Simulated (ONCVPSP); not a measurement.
# Before and after: ONCV potential for W

ONCVPSP 4.0.1 input, shortened (lines: element, Z, core and valence counts, functional; n l f; lmax; l rc ep ncon nbas qcut; lloc lpopt rc5 dvloc0; l nproj debl; icmod fcfact rcfact), BLYP, fully relativistic:

```
  W 74.00   10    3  -106131      upf
    1    0    2.00
    2    0    2.00
    2    1    6.00
    3    0    2.00
    3    1    6.00
    3    2   10.00
    4    0    2.00
    4    1    6.00
    4    2   10.00
    4    3   14.00
    5    0    2.00
    5    1    6.00
    5    2    4.00
    2
    0    1.25    0.00    4    8    4.90
    1    1.35    0.00    5    9    5.30
    2    2.25    0.00    3    7    7.00
    4    5    0.80    0.00
    0    2    2.80
    1    1    0.80
    2    1    1.00
    2    0.30    0.95
```

Open shells are filled in proportion to 2j + 1.

In the s channel the program set the typed energies aside and used -3.487, 0.250 Ha.

Change: all radii but the core radius scaled by about 1.13 (s 1.42, p 1.52, d 2.54 bohr); local potential polynomial inside 0.90 bohr (lpopt 5, dvloc0 0 Ha).

Cutoffs: the cutoffs (Ha) at which the residual kinetic energy of the hardest occupied pseudo-wave falls to 1 and 0.1 mHa per electron; they do not see the model core or the augmentation charge, which bear on the density cutoff. Errors are all-electron minus pseudo energies relative to the spin-unpolarised reference configuration.

Task: What does the change do?

Result: The potential gets softer (125 Ha and 146 Ha → 90 Ha and 112 Ha); both files keep a bound ghost (p, s); the lowest positive-energy flag moves from none to p1/2 at 7.3 eV; of the 4 tests that both files solve, the error grows in 1 and shrinks in 2 by more than 15 % and 0.3 meV (median size 4.1 → 1.2 meV). A larger radius leaves more room for a smooth pseudo-wave, so fewer plane waves are needed.

| quantity | base | changed |
| --- | --- | --- |
| cutoff, loose | 125 Ha | 90 Ha |
| cutoff, tight | 146 Ha | 112 Ha |
| loose cutoff by channel | s 108 Ha, p 125 Ha, d 15 Ha | s 80 Ha, p 90 Ha, d 14 Ha |
| bound ghosts | s, p3/2, p1/2 | s, p3/2 |
| GHOST(+) flags under 300 eV | none | p1/2 at 7.3 eV |
| error for 5s2 5p6 5d4 6s2, meV [ΔE -24.57 eV] | +6.1 | +0.2 |
| error for 5s2 5p6 5d4 6s1, meV [ΔE -15.75 eV] | +2.1 | -0.6 |
| error for 5s2 5p6 5d3, meV [ΔE 25.33 eV] | -1.8 | +1.8 |
| error for 5s1 5p6 5d4 6s2, meV [ΔE 60.58 eV] | -92 | -158 |
| rms error of d²Exc/dni dnj with the model core, mHa | 4.84 | 4.50 |

 A true bound ghost makes a file unfit for plane-wave use even where its test errors are small: the radial tests pick states by their node count and pass the ghost by.
